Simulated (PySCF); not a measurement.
C9H8 (charge -1 and doublet state).
Cartesian coordinates in Å at the GFN2-xTB level; atoms count from 1:
```xyz
17
C9H8 angstrom
C     -1.073    3.451   -0.510
C     -0.820    2.286   -0.309
C     -0.543    0.930   -0.074
C      0.760    0.526   -0.296
C      1.949    0.284   -0.529
C      3.231   -0.054   -0.762
C     -1.626    0.120    0.364
C     -1.676   -1.203    0.664
C     -0.538   -2.171    0.607
H     -1.284    4.465   -0.688
H      3.951    0.679   -1.098
H      3.586   -1.065   -0.618
H     -2.563    0.668    0.470
H     -2.627   -1.621    0.985
H      0.361   -1.672    0.256
H     -0.334   -2.602    1.595
H     -0.761   -3.006   -0.068
```

The hyperfine couplings belong to this conformer and change with its torsions.

The species is `[CH-]=[C]C(=C=C=C)/C=C\C` [radical] (charge -1).

Method: UKS B3LYP, pcH-1 on C H, non-relativistic, mean-field spin-orbit, GIAO (PySCF 2.14.0). Whether the extra electron is bound in the gas phase wasn't checked; a finite basis holds it in any case. The geometry wasn't refined by DFT: couplings that depend on bond lengths, twists or pyramidal angles can differ widely from those at the functional's own minimum, by a factor of two or more for some ions and for spin on atoms past the first row. The SCF solution wasn't tested for stability.

Principal values of hyperfine tensors in MHz (contact and dipolar terms together), for some of the nuclei:

| atom | isotope | A1 | A2 | A3 |
| --- | --- | --- | --- | --- |
| C6 | 13C | -0.16 | 0.25 | 106.00 |
| C5 | 13C | -38.29 | -29.82 | -26.67 |
| H12 | 1H | -46.51 | -29.37 | -13.22 |
| H11 | 1H | -46.73 | -29.31 | -13.02 |
| H16 | 1H | 26.54 | 27.76 | 30.08 |
| C8 | 13C | 1.14 | 2.38 | 58.03 |
| C7 | 13C | -23.91 | -13.74 | -11.25 |
| H14 | 1H | -24.42 | -15.09 | -5.49 |

Question: Give the isotropic coupling of each nucleus in MHz and in mT (g = 2.0028), and the anisotropic part.

Answer: a_iso is a third of the trace, T = A − a_iso, and a(mT) = a(MHz)/(g × 13.996).

```tsv
atom	a_iso (MHz)	a_iso (mT)	T1	T2	T3
C6	35.36	1.262	-35.52	-35.11	70.63
C5	-31.59	-1.127	-6.70	1.77	4.93
H12	-29.70	-1.059	-16.81	0.33	16.48
H11	-29.69	-1.059	-17.04	0.37	16.67
H16	28.13	1.003	-1.58	-0.36	1.95
C8	20.52	0.732	-19.38	-18.14	37.51
C7	-16.30	-0.582	-7.61	2.56	5.05
H14	-15.00	-0.535	-9.42	-0.09	9.51
```

Question: What spin density at the nucleus of C8 lies behind its contact coupling (g_N = 1.40482)?

Answer: a_FC = (2μ0/3) gₑ μB g_N μN ρ(0)/(2S·h) = 800.24 MHz × g_N × ρ(0)/(2S), with ρ in bohr⁻³. With a_FC = 20.52 MHz and 2S = 1, ρ(0) = 0.01825 bohr⁻³.

Question: H17 (1H, g_N = 5.58569) isn't in the table. Its spin density at the nucleus is 0.005876 bohr⁻³. What is its contact coupling?

Answer: By the same relation, a_FC = 26.3 MHz. Its full tensor has the principal values 24.68, 25.88, 28.23 MHz.

Question: Which nucleus of the table has the largest anisotropic coupling, and what is its form?

Answer: C6: -35.5, -35.1, 70.6 MHz, axial, in the ratio −1:−1:+2, the form that spin in one p orbital centred on that nucleus gives.

Question: What first-order splitting does C6 cause when the field lies along A1, A2 or A3 of its tensor (g taken as isotropic, no quadrupole term)?

Answer: 2 lines (I = 1/2), spaced by |A_i|/(g × 13.996): 0.01, 0.01, 3.78 mT along the axes of A1, A2 and A3.

The SMILES draws the unpaired electron on C2; the largest computed Mulliken spin population is on C6 (0.49 against -0.04).
